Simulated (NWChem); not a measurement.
MgHOBr; SMILES [OH][Mg][Br]

```xyz
4

Mg    -0.0524    -0.9987    -0.0006
Br     0.2686     1.3258     0.0009
O     -0.2930    -2.7343    -0.0018
H     -0.4198    -3.6766    -0.0024
```
Atoms are numbered in this order, from 1.

Computed with NWChem. Pople sets run with spherical d functions. Geometry: optimised at PBE0/def2-SVP. Vzz is the largest principal value of the second derivative of the potential at the nucleus (NWChem prints the opposite sign); η is the asymmetry. Non-relativistic.

```tsv
level	Vzz Mg1 (a.u.)	η Mg1	Vzz Br2 (a.u.)	η Br2	Vzz O3 (a.u.)	η O3
Hartree-Fock/def2-TZVP	-0.913	0.00	1.714	0.00	1.442	0.00
Hartree-Fock/6-31G*	[?]	0.00	[?]	0.00	[?]	0.00
PBE/def2-SVP	-0.750	0.00	2.281	0.00	1.428	0.00
PBE/6-31G*	-0.569	0.00	2.336	0.00	1.422	0.00
```

Q: Fill in the missing entries.

A: 
- Hartree-Fock/6-31G*, Vzz Mg1 (a.u.): -0.664
- Hartree-Fock/6-31G*, Vzz Br2 (a.u.): 1.694
- Hartree-Fock/6-31G*, Vzz O3 (a.u.): 1.512
